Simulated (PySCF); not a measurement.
ClH₅O₂Si₂, SMILES O[SiH](O)[SiH2]Cl. Atoms are numbered in the order given.

```xyz
10

O     -1.4661     1.3228    -0.1607
Si    -1.2957    -0.2518     0.3389
O     -1.6206    -1.3767    -0.8411
Si     0.9867    -0.5246     0.7915
Cl     1.8557     0.7879    -0.5976
H     -0.7165     1.6570    -0.6702
H     -2.2250    -0.4022     1.4923
H     -2.5206    -1.4066    -1.1821
H      1.5487    -1.8851     0.5587
H      1.3869    -0.0572     2.1515
```
Charge 0, spin multiplicity 1.

The structure is a stationary point at PBE0-D3(BJ)/def2-SVP. The structure was generated by enumeration, and PubChem lists no compound with its InChIKey, so it may never have been made. The values are those of a single conformer.

Calculation: PySCF with PBE0/pcSseg-1.

GIAO shieldings, no solvent; atoms listed in one row are averaged. δ = σ(ref) − σ: ¹⁷O against H2O (σ = 334.2 ppm); ²⁹Si against TMS (σ = 352.7 ppm); ³⁵Cl against HCl (σ = 945.9 ppm); ¹H against TMS (σ = 31.56 ppm), references at their B3LYP-D3(BJ)/def2-TZVP geometries, non-relativistic (without spin–orbit terms, shifts of atoms bonded to Cl or Br come out too high).

Computed chemical shifts:
```tsv
nucleus	atoms	count	δ (ppm)
¹⁷O	O1	1	73.2
¹⁷O	O3	1	69.5
²⁹Si	Si2	1	-15.9
²⁹Si	Si4	1	-22.0
³⁵Cl	Cl5	1	-120.8
¹H	H7	1	5.37
¹H	H9	1	5.36
¹H	H10	1	5.23
¹H	H6	1	3.72
¹H	H8	1	2.49
```
